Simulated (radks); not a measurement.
Q: The mean radii <r> (bohr) of the occupied orbitals of an atom or ion are listed with their occupations. Calculated with a radial shooting solver on a logarithmic mesh with Libxc functionals: scalar-relativistic Kohn-Sham, PBE, spin-unpolarised, spherical densities, point nucleus.

orbital  occ.      <r>
1s          2  0.03916
2s          2   0.1725
2p          6   0.1504
3s          2   0.4917
3p          6   0.4979
3d         10   0.4966
4p          6    1.496
4d          2    2.302
5s          1    3.592

Name the element and its charge.

A: Z = 38, strontium, charge +1: Sr+ in [Ar] 3d10 4p6 5s1 4d2. The 1s radius gives Z: for a bare nucleus <r> = (2 gamma + 1)/(2Z) with gamma = sqrt(1 - (Z/c)^2), 0.03844 bohr for Z = 38, and screening makes it slightly larger (0.03916 here). The occupations add up to 37, and the charge is Z minus that.
